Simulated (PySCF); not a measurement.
# Cost of excited-state runs on `C#CC1=CC[C@@H]1O`, C6H6O

Geometry:
```tsv
atom	x (Å)	y (Å)	z (Å)
C1	2.942	0.076	0.768
C2	1.825	0.213	0.344
C3	0.522	0.327	-0.145
C4	-0.298	1.333	-0.481
C5	-1.452	0.443	-0.844
C6	-0.493	-0.744	-0.515
O7	-0.858	-1.590	0.536
H8	3.918	-0.025	1.140
H9	-0.191	2.401	-0.504
H10	-2.301	0.509	-0.164
H11	-1.802	0.501	-1.875
H12	-0.203	-1.320	-1.406
H13	-1.613	-2.123	0.265
```

PySCF with density fitting, on 1 thread of an Arm Neoverse V1, shared host. Command: `OMP_NUM_THREADS=1 python excited_run.py task.json out`

(1) How long does this run take, and how much memory?
- magnetisability and related constants, BHandHLYP/pcSseg-1; isotopologues

Results:

(1) 
| run | level | basis functions | wall time | peak memory (GiB) |
| --- | --- | --- | --- | --- |
| magnetisability and related constants | BHandHLYP/pcSseg-1 | 149 | 16 s | 0.75 |

Times from a shared host are rough.
